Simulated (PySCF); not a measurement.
Isomers C3H12O2Si3:

A. `C([SiH2]C)C(=O)O[SiH2][SiH3]`
B. `InChI=1S/C3H12O2Si3/c1-5-8-3(6,7)2-4/h2H,8H2,1,6-7H3`
C. `[SiH2](C(CC)=O)O[SiH2][SiH3]`

Spectrum 1. ¹H NMR (400 MHz, computed): δ 5.70 (q, 2H), 5.02 (s, 2H), 3.45 (t, 3H), 2.65 (q, 2H), 1.13 (t, 3H). ¹³C{¹H} NMR (computed): δ 252.4 (C), 45.7 (CH2), 7.5 (CH3).

Spectrum 2. ¹H NMR (400 MHz, computed): δ 9.53 (s, 1H), 5.12 (s, 2H), 4.15 (s, 6H), 3.71 (s, 3H). ¹³C{¹H} NMR (computed): δ 210.1 (CH), 54.0 (CH3), 30.6 (C).

Spectrum 3. ¹H NMR (400 MHz, computed): δ 5.05 (q, 2H), 4.39 (m, 2H), 3.82 (t, 3H), 2.03 (t, 2H), 0.24 (t, 3H). ¹³C{¹H} NMR (computed): δ 182.3 (C), 25.6 (CH2), -7.1 (CH3).

PySCF 2.14.0 with density-fitted response routines calculation with σ from GIAO-PBE0/pcSseg-1 and GFN2-xTB structure; no solvent, equivalent nuclei averaged, one computed conformer, non-relativistic.

δ = σ(ref) − σ, references computed at the same level: ¹H, ¹³C against TMS. Where no couplings were computed, multiplicities follow the n + 1 count of equivalent neighbours, and m marks all less simple cases (inequivalent or close neighbours, rings, F or P nearby). Shifts are as computed. Against solution values, carbons near 30 ppm lie about +3 ppm off and those near 130 ppm about +5 ppm. Of 1211 compounds with measured shifts, 218 miss one by over three times the rms of a fit or turn the order of signals round; such compounds aren't used in these exercises.

Question: Match each spectrum to its structure.

Answer: 1–C, 2–B, 3–A.

- Spectrum 1 (C): 3 ¹³C signals; δC 45.7 is an sp3 CH2 α to a carbonyl; δC 7.5 is a methyl carbon.
- Spectrum 2 (B): 3 ¹³C signals; δC 210.1 is an aldehyde carbonyl carbon; δC 54.0 is a methyl carbon bonded to O.
- Spectrum 3 (A): 3 ¹³C signals; δC 25.6 is an sp3 CH2 bonded to Si, α to a carbonyl; δC -7.1 is a methyl carbon bonded to Si.
